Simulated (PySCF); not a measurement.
Species: C6H2F4.
Atom-mapped SMILES: `[F:1][c:2]1[cH:3][cH:4][c:5]([F:6])[c:7]([F:8])[c:9]1[F:10]`

NICS is the negative of the GIAO shielding at a point without a nucleus: at the ring centre (0) and 1 Å above and below it (1); zz is the component along the ring normal. Level: GIAO PBE/pcSseg-1 (PySCF, non-relativistic, gas phase) on the PBE0-D3(BJ)/def2-SVP geometry, one conformer.

Ring bond lengths (Å): C2–C3 1.387, C3–C4 1.395, C4–C5 1.387, C5–C7 1.396, C7–C9 1.393, C9–C2 1.396.

Q: What do the NICS probes read (ppm)?

A: 
```
             ring                                              type  NICS(0)  NICS(1), two faces  NICS(1)zz, two faces  rms pucker (Å)  centre to ring atoms, mean (Å)
C2–C3–C4–C5–C7–C9  6-membered carbocycle; formal bonds all aromatic    -13.9       -11.1 / -11.1         -24.1 / -24.1            0.00                            1.39
```

Q: What do they say, and how far can they be read as aromaticity?

A: 
- C2–C3–C4–C5–C7–C9: mean NICS(1)zz -24.1 ppm, shielded, aromatic by this magnetic criterion (flat ring, no four-coordinate atom).

Q: And the bond-length index? HOMA = 1 − mean of α(R − Ropt)² over the ring bonds, with Krygowski's 1993 parameters (CC: Ropt 1.388 Å, α 257.7 Å⁻²).

A: 
- C2–C3–C4–C5–C7–C9: HOMA 0.99 = 1 − EN − GEO, with mean bond length 1.392 Å, EN = α(Ropt − mean)² = 0.005 and GEO = α × variance = 0.004. The geometric and the magnetic index point the same way.

Q: How do the values depend on the level or the medium?

A: 
```csv
level,"NICS(0), C2–C3–C4–C5–C7–C9","mean NICS(1)zz, C2–C3–C4–C5–C7–C9"
"PBE/pcSseg-1, gas",-13.9,-24.1
"PBE0/pcSseg-1, gas",-14.7,-25.7
"PBE0/pcSseg-1, IEF-PCM benzene",-14.7,-25.8
"PBE0/pcSseg-1, IEF-PCM chloroform",-14.7,-25.8
"PBE0/pcSseg-1, IEF-PCM methanol",-14.8,-25.9
"WP04/pcSseg-1, IEF-PCM chloroform",-14.8,-25.0
"wB97X-D/pcSseg-1, IEF-PCM chloroform",-14.8,-26.0
```

The geometry is the same throughout; the continuum's cavity takes Bondi-type radii × 1.2.
